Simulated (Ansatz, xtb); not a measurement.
## Two isomers of C4H6FNO

We compare I, `O=C1C[C@@H](F)CN1`, a singlet, with II, `OC1=NC[C@@H](F)C1`, a singlet. Both are isolated molecules in the gas phase, relaxed with B3LYP-D3(BJ)/def2-SVP; the shapes shown needn't be the lowest conformers.

I (Å):

```
atom    x (Å)    y (Å)    z (Å)
   C   0.2888   0.6469   0.9339
   C   0.9752   0.2243  -0.3705
   C   0.5380  -1.2188  -0.5821
   C  -0.8090  -1.3146   0.1522
   F   1.4456  -2.0653   0.0399
   N  -0.7009  -0.2762   1.1553
   O   0.5389   1.6121   1.6199
   H   0.6148   0.8801  -1.1804
   H   2.0663   0.3274  -0.3052
   H   0.4665  -1.5247  -1.6372
   H  -1.6508  -1.1427  -0.5456
   H  -0.9230  -2.3180   0.5906
   H  -1.3367  -0.1742   1.9374
```

II (Å):

```xyz
13

C     0.0041   -1.7719    2.1641
C    -1.1569    0.0449    2.6643
C    -0.8922    0.1314    1.1464
C    -0.4172   -1.2808    0.8004
F     0.1435    1.0279    0.9138
N    -0.3838   -1.0883    3.1646
O     0.7198   -2.8978    2.2515
H     0.8704   -3.0632    3.1975
H    -0.8566    0.9862    3.1516
H    -2.2313   -0.1056    2.8763
H    -1.7603    0.4713    0.5600
H     0.3979   -1.2762    0.0625
H    -1.2301   -1.9143    0.4065
```

Energies in hartree; the thermal terms are from GFN2-xTB frequencies at re-optimised GFN2-xTB minima (ideal gas, soft modes damped towards free rotors, one conformer each, 298.15 K, 1 atm) and include the zero-point energy:

```
                              I           II
E, CCSD(T)/def2-SVP  −384.577517  −384.556750
    E, MP2/def2-SVP  −384.498649  −384.476590
  E, MP2/def2-TZVPP  −385.219623  −385.201941
  zero-point energy     0.099405     0.099238
       H(298 K) − E     0.106665     0.106380
       G(298 K) − E     0.068806     0.068891
```

Question: Correct the CCSD(T) difference for the basis set by the MP2 change, then work out ΔE, ΔE₀, ΔH and ΔG for I → II in kJ/mol (1 Eh = 2625.50 kJ/mol) and the equilibrium ratio [II]/[I].

Answer: 1. Differences II − I: CCSD(T) +0.020767, MP2 in the small set +0.022059, MP2 in the large set +0.017682 Eh.
2. ΔE = +0.020767 + (+0.017682 − (+0.022059)) = +0.016390 Eh = +43.03 kJ/mol.
3. ΔE₀ = ΔE + ΔZPE = +0.016390 + (−0.000167) Eh = +42.59 kJ/mol.
4. ΔH = ΔE + (−0.000285) Eh = +42.28 kJ/mol.
5. ΔG = ΔE + (+0.000085) Eh = +43.26 kJ/mol, so ΔS = (ΔH − ΔG)/T = −3.3 J/(mol K).
6. kT = 0.9442 mEh, so K = [II]/[I] = exp(−ΔG/kT) = exp(−17.45) ≈ 2.6 × 10^−8.

Structure I is favoured at this temperature. An error of 4 kJ/mol in ΔG would change K by a factor of 5. Mirror images and further conformers aren't counted.

As drawn, II has 1 C–O, 1 C=N, 1 O–H in place of 1 C=O, 1 C–N, 1 N–H.

Other levels gave ΔE = +36.2 (GFN2-xTB); +22.3 (HF/STO-3G, GFN2-xTB geometries); +64.7 (r2SCAN-D4/def2-SVP, GFN2-xTB geometries); +62.0 (B3LYP-D3(BJ)/def2-SVP); +63.4 (HF/def2-SVP); +57.9 (MP2/def2-SVP); +54.5 (CCSD(T)/def2-SVP) kJ/mol. The correlated steps freeze 7 core orbitals. Programs: Ansatz 0.2.0, xtb 6.7.1.
